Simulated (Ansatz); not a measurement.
Stepwise reaction of `CCB(N)N` with water, as a gas-phase model of exchange steps in deposition or etching. ΔE in kJ/mol.

Calculated with Ansatz (gas phase, PBE0-D4/def2-TZVP geometries, no zero-point term in ΔE). CCSD(T)/CBS adds triple-zeta CCSD(T) − MP2 to the extrapolated MP2 energy (def2 sets, frozen cores). This one scheme is used for every species. Functionals use def2-TZVPP. B3LYP here is the variant with VWN-RPA as its local correlation; programs differ in this. Each species was taken in one conformer, which may not be the lowest.

| step | reaction | PBE-D4 | B3LYP-D4 | ωB97M-V | CCSD(T)/CBS |
| --- | --- | --- | --- | --- | --- |
| 1 | `CCB(N)N` + H₂O → `CCB(N)O` + NH₃ | -23.5 | -25.2 | -26.0 | -23.2 |
| 2 | `CCB(N)O` + H₂O → `CCB(O)O` + NH₃ | -32.4 | -33.2 | -34.8 | -31.2 |

(1) By hand: ΔE of the 2 steps together at CCSD(T)/CBS.

Results:

(1) (-23.2) + (-31.2) = -54.4 kJ/mol, or -27.2 kJ/mol a step.

In ΔE each step is lower than the one before. All are downhill at CCSD(T)/CBS. PBE-D4 differs from CCSD(T)/CBS by -1.2 to -0.3 kJ/mol a step. Isolated molecules leave out the surface, adducts and barriers. Largest T1 diagnostic: 0.011.
